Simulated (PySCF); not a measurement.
Constitutional and geometric isomers with formula CH4OSi. All species are isolated molecules in the gas phase. One relaxed conformer stands for each flexible species; it need not be the lowest. Strings in code marks are SMILES.

The numbers are results of PBE-D3(BJ)/def2-TZVP // B3LYP-D3(BJ)/def2-TZVP (PySCF 2.14.0), not measurements. 

```json
[
 {"species": "`C(O)=[SiH2]` (H–O–C–Si torsion 15°)", "HOMO (eV)": "-4.89", "HOMO–LUMO gap (eV)": "2.88"},
 {"species": "`O=C[SiH3]`", "HOMO (eV)": "-5.68", "HOMO–LUMO gap (eV)": "2.85"},
 {"species": "`[SiH2]1CO1`", "HOMO (eV)": "-6.46", "HOMO–LUMO gap (eV)": "5.09"},
 {"species": "`C[SiH]=O`", "HOMO (eV)": "-6.37", "HOMO–LUMO gap (eV)": "3.99"},
 {"species": "`C=[SiH]O` (C–Si–O–H torsion 0°)", "HOMO (eV)": "-5.16", "HOMO–LUMO gap (eV)": "4.02"}
]
```
